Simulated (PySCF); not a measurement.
CH3BrF2Ge, SMILES [CH3][Ge]([F])([F])[Br]. Heavy atoms are numbered as in [CH3:1][Ge:2]([F:3])([F:4])[Br:5]. Hydrogens are named by the atom that carries them.

Coordinates come from a TPSSh-D3(BJ)/def2-SVP optimisation.

These are KT2/pcSseg-1 (PySCF) values and carry that method's errors.

GIAO shieldings, no solvent; atoms alike by connectivity are averaged. δ = σ(ref) − σ: ¹³C against TMS (σ = 185.1 ppm); ⁷³Ge against GeH4 (σ = 1669.3 ppm); ¹⁹F against CFCl3 (σ = 127.1 ppm); ¹H against TMS (σ = 31.47 ppm), references at their B3LYP-D3(BJ)/def2-TZVP geometries, non-relativistic (without spin–orbit terms, shifts of atoms bonded to Cl or Br come out too high).

| nucleus | atoms | count | δ (ppm) |
|---|---|---|---|
| ¹³C | C1 (CH3) | 1 | 12.3 |
| ⁷³Ge | Ge2 | 1 | 450.7 |
| ¹⁹F | F3 | 2 | -130.9 |
| ¹H | H on C1 | 3 | 1.50 |
